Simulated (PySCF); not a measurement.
**Static response to an electric field**

C5H5FO2Si.
Geometry (GFN2-xTB, Å), atoms numbered from 1 in this order:
```
atom  x, y, z in Å
O1    -3.7772   -0.5725    0.7212
C2    -2.8808    0.1269    0.3930
F3    -3.1310    1.4394    0.0690
C4    -1.4709   -0.1489    0.2564
C5    -0.4216    0.6618   -0.1210
C6     0.7454   -0.1306   -0.0822
Si7    2.5052    0.3972   -0.4770
C8     0.3039   -1.3679    0.3195
O9    -1.0091   -1.3941    0.5245
H10   -0.4914    1.6949   -0.3941
H11    2.4331    1.5803   -1.3329
H12    3.1848    0.7072    0.7818
H13    3.1660   -0.7131   -1.1625
H14    0.8430   -2.2812    0.4820
```

Level: wB97X-D/def2-SVPD (PySCF), static field, nuclei fixed, core orbitals frozen in the response. The polarisability tensor in these axes (au):

```
x   129.56   1.11 -10.34
y     1.11  84.68  -6.57
z   -10.34  -6.57  63.97
```

Diagonalise the tensor; give its mean and Δα, where Δα² is half the sum of the squared differences of the eigenvalues.

Principal values 60.70, 86.26 and 131.25 au; mean 92.74 au = 13.74 Å³ = 15.29 × 10⁻⁴⁰ C²·m²/J; Δα = 61.86 au (67 % of the mean).

What is the dipole moment, and where does it point?

(4.57, 0.04, -0.71) D, 4.62 D in size, pointing from the negative to the positive side. Measured along this direction, the outermost atoms are O1 at the negative end and H13 at the positive end.

What molar refraction does this α imply?

Lorentz–Lorenz: R = (4π/3)N_A α = 2.5225 cm³/(mol·Å³) × 13.74 Å³ = 34.7 cm³/mol, in the limit of long wavelengths.

Find the Langevin capture rate constant for O2+ (31.990 u) meeting this molecule (144.004 u), k = 2.342 × 10⁻⁹ cm³/s × √(α in Å³ / reduced mass in u).

The reduced mass is 26.18 u, so k = 1.70 × 10⁻⁹ cm³/s. The formula leaves out the permanent dipole, which adds to the capture rate.

Orientational against electronic polarisability at 400 K (dilute gas, rigid molecules)?

In Gaussian units μ²/3kT = 128.86 Å³ against 13.74 Å³, a ratio of 9.38; the Debye molar polarisation (4π/3)N_A(α + μ²/3kT) is 359.7 cm³/mol, leaving out the vibrational part.

Geometry: GFN2-xTB, one conformer, isolated molecule. GFN2-xTB frequencies show an imaginary mode (21i cm⁻¹), so this geometry is no minimum at that level.
